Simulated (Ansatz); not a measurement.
Z-matrix (Å, degrees):
```
Ga
O 1 1.775
S 1 2.185 2 119.2
O 1 1.779 2 116.7 3 -180.0
H 2 0.961 1 112.7 3 180.0
H 3 1.345 1 91.9 2 -0.0
H 4 0.959 1 114.9 2 180.0
```

The species carries charge 0 and has multiplicity 1.

Problem. List the r2SCAN/def2-TZVPP orbital energies in eV (the Gaussian-basis code of Ansatz). (Estimate.)

Solution. The calculation gave: Occupied: -10122.65, -2409.43, -1244.78, -1101.23, -1101.11, -1101.09, -515.78, -515.70, -213.85, -157.92, -157.85, -157.73, -148.54, -101.49, -101.24, -101.19, -25.99, -25.81, -21.20, -21.00, -20.96, -20.85, -20.70, -18.79, -12.98, -12.11, -10.95, -9.41, -8.43, -8.32, -8.09, -7.61, -6.91. Lowest empty: -1.40, -0.55, -0.20, 1.07, 1.57, 2.89, 3.60, 4.17.
